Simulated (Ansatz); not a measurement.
B₈⁻. The state is a doublet with charge -1. Geometry PBE-D4/def2-SVPD; atoms count from 1.

```xyz
8

B    -1.226    2.449    0.933
B    -0.473    1.382   -0.018
B     0.990   -1.049   -1.576
B     0.276    0.178   -0.847
B    -0.268   -0.175    0.849
B    -0.991    1.049    1.576
B     1.215   -2.452   -0.936
B     0.477   -1.381    0.019
```

The charge -1 doublet is spin-contaminated (final ⟨S²⟩ up to 1.21, 0.75 for a pure state). Another isomer (doublet) lies 1.58 eV lower at PBE0-D4/def2-TZVPD; other spin states weren't run for this one.

Q: Estimate the Mulliken populations from the PBE0/def2-TZVPD orbitals of Ansatz.

A: 
```csv
atom,charge (e),spin (α − β)
B1,0.10,0.70
B2,-0.41,-0.08
B3,-0.33,0.06
B4,0.13,-0.19
B5,0.13,-0.19
B6,-0.33,0.06
B7,0.10,0.71
B8,-0.41,-0.08
```
Mulliken values depend strongly on the basis. With diffuse functions, as here, like atoms can get unlike values, and bond orders can come out too low or too high.

Q: Where does the spin sit?

A: Summed by element: B 1.00, of 1 unpaired in all. Largest on single atoms: B7 0.71, B1 0.70, B5 -0.19.

Q: And the Mayer bond orders between heavy atoms (over 0.3)?

A: B1–B2 1.02 (1.61 Å); B1–B6 1.53 (1.56 Å); B2–B4 1.38 (1.64 Å); B2–B5 0.72 (1.79 Å); B2–B6 0.69 (1.71 Å); B3–B4 0.64 (1.60 Å); B3–B7 1.53 (1.56 Å); B3–B8 0.69 (1.71 Å); B4–B8 0.72 (1.79 Å); B5–B6 0.64 (1.60 Å); B5–B8 1.38 (1.64 Å); B7–B8 1.02 (1.61 Å).
